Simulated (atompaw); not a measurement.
Before and after: PAW (atompaw) potential for Ir

* Element: iridium
* Generator: atompaw 4.2.0.5
* Type: PAW
* Functional: PBEsol
* Relativity: scalar-relativistic
* Frozen core: [Kr] 4d10 4f14 5s2
* Valence charge: 15
* Reference configuration: 5p6 5d7 6s2 6p0
* Partial waves: 6s (bound); 6s channel at 2.8 Ry; 5p (bound); 6p (bound, empty); 5d (bound); 5d channel at -0.2 Ry
* Local potential: bessel scheme, radius 2.25 bohr
* Core correction: smooth core density matched at 1.60 bohr
* Augmentation charge: gaussian compensation charge, radius 1.90 bohr; PAW radius 2.50 bohr; waves and projectors: bloechl

Change: waves 6s (bound): rc 2.50 bohr; 6s channel at 2.8 Ry: rc 2.50 bohr; 5p (bound): rc 1.75 bohr; 6p (bound): rc 2.50 bohr; 5d (bound): rc 2.50 bohr; 5d channel at -0.2 Ry: rc 2.50 bohr; augmentation gaussian compensation charge, radius 1.90 bohr; PAW radius 2.50 bohr; waves and projectors: custom rrkj vanderbiltortho.

Cutoffs: the cutoffs (Ry, on a coarse ladder) from which the occupation-weighted sum of valence levels, in a spherical-Bessel basis at the reference potential, stays within 10 and 1 mRy of its value at 400 Ry; they do not see the model core or the augmentation charge, which bear on the density cutoff.

What does the change do?

The potential gets harder (30 Ry and 40 Ry → 30 Ry and 50 Ry); the range in which the d phases agree widens (upper end 1.3 → 2.8); neither file shows a bound ghost.

| quantity | base | changed |
| --- | --- | --- |
| cutoff, loose | 30 Ry | 30 Ry |
| cutoff, tight | 40 Ry | 50 Ry |
| loose cutoff by channel (10 mRy a level) | s 6 Ry, p 25 Ry, d 18 Ry | s 6 Ry, p 25 Ry, d 15 Ry |
| bound ghosts | none | none |
| s: phases at 2.51 bohr within 0.05 rad from the reference energy up to (Ry; the scan ends near 5) | to the end of the scan | to the end of the scan |
| p: phases at 2.51 bohr within 0.05 rad from the reference energy up to (Ry; the scan ends near 5) | to the end of the scan | to the end of the scan |
| d: phases at 2.51 bohr within 0.05 rad from the reference energy up to (Ry; the scan ends near 5) | 1.3 | 2.8 |
| lowest overlap eigenvalue by channel | s 0.42, p 0.66, d 0.01 | s 0.66, p 0.54, d 1.00 |

 The cutoffs see the waves, projectors and local potential, not the compensation charge or the core.
